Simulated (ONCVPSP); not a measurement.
## An all-electron radial function and its pseudo partner (lithium (Li))

Columns: radius, all-electron u(r) and pseudo u(r) of the 1s shell (level -54.99 eV) of lithium in the configuration 1s2 2s0.5; LDA (Perdew-Wang 92), non-relativistic, ONCV scheme, ONCVPSP 4.0.1.

```tsv
r (bohr)	all-electron	pseudo
0.055	0.4272	0.2509
0.110	0.7270	0.4897
0.165	0.9294	0.7056
0.220	1.0582	0.8893
0.275	1.1323	1.0347
0.330	1.1660	1.1386
0.385	1.1698	1.2011
0.440	1.1522	1.2250
0.495	1.1191	1.2153
0.550	1.0754	1.1786
0.605	1.0248	1.1224
0.660	0.9699	1.0536
0.715	0.9128	0.9784
0.770	0.8550	0.9020
0.825	0.7977	0.8279
0.880	0.7416	0.7586
0.935	0.6875	0.6953
0.990	0.6357	0.6382
1.045	0.5864	0.5868
1.100	0.5399	0.5399
1.155	0.4962	0.4962
1.210	0.4553	0.4553
1.265	0.4171	0.4172
1.320	0.3818	0.3818
1.375	0.3489	0.3489
1.430	0.3186	0.3186
```

Q: How many radial nodes do the two functions have?

A: The all-electron 1s function has n − l − 1 = 0; the pseudo-wave has 0.

Q: At about which radius was the pseudo-wave matched?

A: 1.10 bohr. The columns agree to 0.0005 from 1.04 bohr on; several derivatives are matched, so the curves merge somewhat inside the radius.

Q: Is the pseudo-wave norm-conserving?

A: Yes: the ONCV scheme keeps the norm inside the radius equal to the all-electron one, which fixes the energy derivative of the logarithmic derivative at the level.
